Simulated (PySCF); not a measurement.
Labels have come off several samples. The candidates:

A. 1,4-difluorobenzene (SMILES Fc1ccc(F)cc1)
B. SMILES C#CC#N
C. `InChI=1S/C4HClN4/c5-4-1-3(2-6)7-9-8-4/h1H`

Spectrum 1. 1H NMR (300 MHz, computed): δ 7.34 (m, 4H). 13C{1H} NMR (computed): δ 168.3 (C, m), 122.6 (CH, m).

Spectrum 2. 1H NMR (300 MHz, computed): δ 7.57 (s, 1H). 13C{1H} NMR (computed): δ 171.1 (C), 141.2 (C), 130.6 (CH), 120.1 (C).

Spectrum 3. 1H NMR (300 MHz, computed): δ 1.46 (s, 1H). 13C{1H} NMR (computed): δ 111.4 (C), 77.3 (CH), 64.3 (C).

Level of theory: couplings computed with B3LYP/pcJ-1 (spin–dipole term left out of most H,H and C,H couplings), shielding tensors at PBE0/pcSseg-1 (GIAO), structure optimised with GFN2-xTB, in PySCF (no solvent, relativity neglected, rapidly exchanging positions averaged, one computed conformer).

References, each an isolated molecule treated in the same way: 1H, 13C against TMS. Multiplet labels drop J under 1 Hz and among equivalent protons, and merge close values. Unscaled 3J(H,H) run several per cent high. Where no couplings were computed, multiplicities follow the n + 1 count of equivalent neighbours, and m marks all less simple cases (inequivalent or close neighbours, rings, F or P nearby). One-bond C–F couplings are unscaled and too large by tens of Hz. Shifts are as computed. Against solution values, carbons near 30 ppm lie about +3 ppm off and those near 130 ppm about +5 ppm; carbons on Cl a further +6 ppm. Of 1211 compounds with measured shifts, 218 miss one by over three times the rms of a fit or turn the order of signals round; such compounds aren't used in these exercises. Carbons bonded to Cl come out too deshielded.

Task: Match each spectrum to its structure.

Result: 1–A, 2–C, 3–B.

- Spectrum 1 (A): 2 13C signals; δC 168.3 is an aromatic carbon bearing fluorine; δH 7.34 is the hydrogen on an aromatic CH.
- Spectrum 2 (C): 4 13C signals; δC 130.6 is an aromatic CH; δC 120.1 is a nitrile carbon.
- Spectrum 3 (B): 3 13C signals; δC 111.4 is a nitrile carbon; δC 77.3 is a terminal alkyne carbon.
